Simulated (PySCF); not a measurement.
**SMILES C=CN(CC)N1CCCCC1, C$_{9}$H$_{18}$N$_{2}$**

Geometry:
```csv
atom,x (Å),y (Å),z (Å)
C1,2.248,2.700,-0.393
C2,1.279,1.805,-0.555
N3,1.194,0.541,-0.016
C4,2.159,0.113,0.978
C5,2.107,-1.396,1.177
N6,-0.058,-0.079,0.098
C7,-0.575,-0.572,-1.163
C8,-1.702,-1.559,-0.874
C9,-2.804,-0.867,-0.076
C10,-2.209,-0.264,1.192
C11,-1.061,0.675,0.831
H12,3.092,2.551,0.255
H13,2.225,3.624,-0.942
H14,0.457,2.031,-1.223
H15,3.146,0.398,0.609
H16,1.993,0.620,1.942
H17,2.285,-1.903,0.232
H18,1.133,-1.694,1.551
H19,2.871,-1.698,1.889
H20,-0.960,0.240,-1.805
H21,0.244,-1.065,-1.690
H22,-1.302,-2.392,-0.294
H23,-2.097,-1.951,-1.813
H24,-3.248,-0.074,-0.682
H25,-3.592,-1.579,0.177
H26,-2.970,0.284,1.750
H27,-1.825,-1.063,1.827
H28,-0.595,1.072,1.737
H29,-1.452,1.527,0.247
```

Computed, not measured: GIAO BHandHLYP/pcSseg-1 magnetisability, rotational g tensor and spin-rotation constants, non-relativistic, gas phase in PySCF. Geometry: GFN2-xTB.

Give the nuclear spin-rotation constants along the inertial axes (H = +C I·J) beside the isotropic shieldings.

Rotational constants 1.7412, 0.7408, 0.6556 GHz. A star marks the isotopologue with that one atom substituted, in its own axes.
| atom | isotope | Caa (kHz) | Cbb (kHz) | Ccc (kHz) | mean (kHz) | σ (ppm) |
| --- | --- | --- | --- | --- | --- | --- |
| N3 | 14N | 0.158 | 0.070 | 0.051 | 0.093 | 126.5 |
| N6 | 14N | 0.088 | 0.057 | 0.049 | 0.065 | 172.7 |
| H12 | 1H | -0.049 | -0.019 | -0.064 | -0.044 | 28.2 |
| H13 | 1H | -0.147 | 0.035 | -0.073 | -0.062 | 28.0 |
| H14 | 1H | -0.060 | 0.008 | -0.057 | -0.036 | 25.5 |
| H15 | 1H | 0.034 | -0.074 | -0.056 | -0.032 | 28.9 |
| H16 | 1H | -0.180 | -0.076 | 0.023 | -0.078 | 29.3 |
| H17 | 1H | -0.198 | -0.076 | 0.011 | -0.088 | 30.9 |
| H18 | 1H | 0.015 | -0.073 | -0.057 | -0.038 | 29.7 |
| H19 | 1H | -0.131 | -0.021 | -0.064 | -0.072 | 30.9 |
| H20 | 1H | -0.189 | 0.026 | -0.066 | -0.076 | 29.4 |
| H21 | 1H | -0.123 | -0.061 | -0.010 | -0.065 | 29.1 |
| H22 | 1H | -0.194 | 0.023 | -0.070 | -0.080 | 30.2 |
| H23 | 1H | -0.121 | -0.082 | -0.007 | -0.070 | 30.4 |
| H24 | 1H | -0.193 | 0.015 | -0.073 | -0.084 | 30.9 |
| H25 | 1H | 0.026 | -0.072 | -0.070 | -0.039 | 30.2 |
| H26 | 1H | -0.151 | -0.060 | -0.016 | -0.076 | 30.4 |
| H27 | 1H | -0.195 | 0.018 | -0.068 | -0.082 | 30.4 |
| H28 | 1H | -0.095 | -0.083 | -0.004 | -0.060 | 29.2 |
| H29 | 1H | -0.191 | 0.026 | -0.070 | -0.078 | 29.7 |
| C1 | 13C* | 0.399 | 0.265 | 0.094 | 0.253 | 101.6 |
| C2 | 13C* | 0.591 | 0.355 | 0.126 | 0.357 | 40.3 |
| C4 | 13C* | 0.319 | 0.127 | 0.118 | 0.188 | 144.5 |
| C5 | 13C* | 0.250 | 0.100 | 0.089 | 0.146 | 171.2 |
| C7 | 13C* | 0.366 | 0.159 | 0.119 | 0.215 | 129.0 |
| C8 | 13C* | 0.289 | 0.116 | 0.105 | 0.170 | 156.3 |
| C9 | 13C* | 0.295 | 0.103 | 0.107 | 0.169 | 158.2 |

For the geometry as given, no vibrational averaging.
